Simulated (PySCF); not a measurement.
PySCF 2.14 output of a UHF calculation on a single atom or ion in aug-cc-pwCVTZ-DK, with scalar relativity by spin-free X2C-1e:

```
SCF conv_tol = 1e-09
number electrons alpha = 15  beta = 13
cycle= 1 E= -1793.06781468446  delta_E= -0.00593  |g|= 0.0302  |ddm|= 0.0314
cycle= 2 E= -1793.06790574351  delta_E= -9.11e-05  |g|= 0.00438  |ddm|= 0.00507
cycle= 3 E= -1793.06790905607  delta_E= -3.31e-06  |g|= 0.000976  |ddm|= 0.00198
cycle= 4 E= -1793.0679092023  delta_E= -1.46e-07  |g|= 0.000389  |ddm|= 0.000587
cycle= 5 E= -1793.06790923837  delta_E= -3.61e-08  |g|= 5.93e-05  |ddm|= 0.000255
cycle= 6 E= -1793.06790924058  delta_E= -2.2e-09  |g|= 8.62e-06  |ddm|= 7.45e-05
cycle= 7 E= -1793.06790924061  delta_E= -3.75e-11  |g|= 2.12e-06  |ddm|= 1.01e-05
converged SCF energy = -1793.06790924061  <S^2> = 2.0007528  2S+1 = 3.0005018
```

The run itself started from symmetry-adapted Hartree-Fock orbitals and held the occupation by maximum overlap, so the iterations belong to that start.

Problem. Which element, charge and spin multiplicity is this?

Solution. Zn²⁺ (zinc, charge +2), multiplicity 3; the state was [Ar] 3d9 4s1, high-spin 3D determinant (an excited configuration).
